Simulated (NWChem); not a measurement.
# GeH$_{2}$OCl$_{2}$; SMILES [OH][GeH]([Cl])[Cl]

```xyz
6

Ge    -0.3494     0.3315     0.0000
O     -1.8640    -0.5962     0.0000
Cl     0.8390    -0.1793     1.7400
Cl     0.8390    -0.1793    -1.7400
H     -0.7368     1.8179     0.0000
H     -1.6976    -1.5587     0.0000
```
Atoms are numbered in this order, from 1.

Computed with NWChem. Medium grid unless said otherwise, to which SCAN and Minnesota functionals are sensitive. All runs use the structure optimised with PBE-D3(BJ)/def2-SVP. Total energies of different functionals are on different scales.

| level | energy (Ha) | highest occupied level (eV) | orbital gap (eV) | dipole (D) |
|---|---|---|---|---|
| B3LYP/def2-SVP | -3073.3982 | -8.65 | 7.53 | 0.59 |
| PBE/def2-SVP | -3072.5558 | -7.43 | 5.60 | 0.69 |
| LRC-wPBEh/def2-SVP | -3072.7043 | -10.94 | 11.78 | 0.67 |
| N12/def2-SVP | -3074.3698 | -7.33 | 5.55 | 0.63 |
| M06-L/def2-SVP | -3073.2756 | -7.90 | 6.33 | 0.79 |
| TPSS/def2-SVP | -3073.3562 | -7.64 | 5.88 | 0.75 |
| M05-2X/def2-SVP | -3073.2417 | … | … | 0.55 |
| TPSSh/def2-SVP | -3073.3295 | -8.27 | 6.89 | 0.73 |

### Question
Some entries are withheld; supply them.

### Answer

- M05-2X/def2-SVP, highest occupied level (eV): -10.51
- M05-2X/def2-SVP, orbital gap (eV): 10.95
